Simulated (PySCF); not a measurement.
## Computed properties of C₃H₁₁NSi₂, SMILES [C@@H]1(N([SiH3])CC1)[SiH3]

C3H11NSi2, SMILES [SiH3][C@@H]1CCN1[SiH3]. Geometry optimised at r2SCAN-D4/def2-SVP. The structure was generated by enumeration; whether it is a known compound was not checked. One conformer was computed; it need not be the lowest. All values are computed for the isolated molecule unless a solvent is named; none is compared with measurement here.

**Structure.** All 45 harmonic modes at r2SCAN-D4/def2-SVP (PySCF) are real, so it is a minimum. With heavy atoms numbered as in [SiH3:1][C@@H:2]1[CH2:3][CH2:4][N:5]1[SiH3:6], the shortest bond between them is C4–N5 at 1.473 Å and the longest Si1–C2 at 1.899 Å.

**Vibrations.** The strongest infrared lines (harmonic, unscaled, degenerate partners summed) lie at 968 cm⁻¹ (261 km/mol, H 91 %, Si 8 %), 911 cm⁻¹ (204 km/mol, H 92 %), 2149 cm⁻¹ (189 km/mol, H 97 %). The softest mode is at 54 cm⁻¹ and the zero-point energy is 80.3 kcal/mol.

**Electronic structure.** ωB97X/def2-TZVP (PySCF) places the frontier levels at -8.62 and 2.25 eV, a gap of 10.87 eV, and gives a dipole moment of 1.47 D. PBE/def2-TZVP (PySCF) at the same geometry gives -5.04 and -0.54 eV, so its gap is 6.37 eV narrower. An orbital gap is neither the optical nor the fundamental gap.

**Excitations.** TDA-M06-2X/def2-SVPD (PySCF) has S1 at 5.52 eV (225 nm, f = 0.009, weak); the most intense of the 6 singlets computed lies at 6.99 eV (f = 0.06). T1 (TDA) is at 5.25 eV, 0.27 eV under S1. TDA-PBE/def2-SVPD (PySCF) puts S1 at 4.56 eV. No vertical singlet excitation falls in the visible range (under 3.1 eV).

**NMR.** GIAO shifts at HF/pcSseg-1 (PySCF) (non-relativistic, atoms alike by connectivity averaged): ¹³C from 26.1 to 50.3 ppm against TMS; ¹H from 2.5 to 4.3 ppm against TMS; ²⁹Si from -55.6 to -53.2 ppm against TMS.

**Solvation.** SMD-M06-2X/6-31G* (PySCF) gives 2.4 kcal/mol in water, -2.7 kcal/mol in methanol, -2.4 kcal/mol in tetrahydrofuran (1 M in both phases, gas-phase geometry).
